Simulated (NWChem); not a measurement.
Correlation energy of Sb

SMILES: [Sb]
```xyz
1

Sb     0.0000     0.0000     0.0000
```
Charge 0, spin multiplicity 4.

Program: NWChem.

Basis set: def2-SVP. Each correlation energy counts from its own Hartree-Fock reference.

Effective core potentials replace the inner electrons of Sb; spin-orbit coupling is left out. The correlated methods keep 4 core orbitals frozen. The stability of the SCF solutions was not checked. Open-shell Hartree-Fock references start from PBE0 orbitals. Coupled-cluster values serve here as a point of comparison, not as the truth.

Problem. For the correlation energy, SCS-UMP2 gives -60.8 mHa and CCSDT on ROHF gives -80.7 mHa. What do CCSD[T] on UHF, CCSD(T) on UHF give?

Solution. CCSD[T] on UHF: -79.1 mHa; CCSD(T) on UHF: -79.1 mHa.
